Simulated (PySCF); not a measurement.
AlO, SMILES [O]=[Al], multiplicity 2.

Geometry optimised at PBE0-D3(BJ)/def2-TZVPD.

These are PBE/def2-TZVPD (PySCF) values and carry that method's errors.

* **total energy**: -317.44768 hartree
* **point group**: C∞v
* **α spin, highest occupied and lowest empty level**: -6.62 and -2.32 eV
* **β spin, highest occupied and lowest empty level**: -6.52 and -5.29 eV
* **dipole moment**: 4.15 D
* **mean static polarisability**: 44.0 bohr³ (6.52 Å³)
* **polarisability, principal values**: 39.9, 39.9, 52.0 bohr³
* **⟨S²⟩**: 0.755 (pure state 0.75)
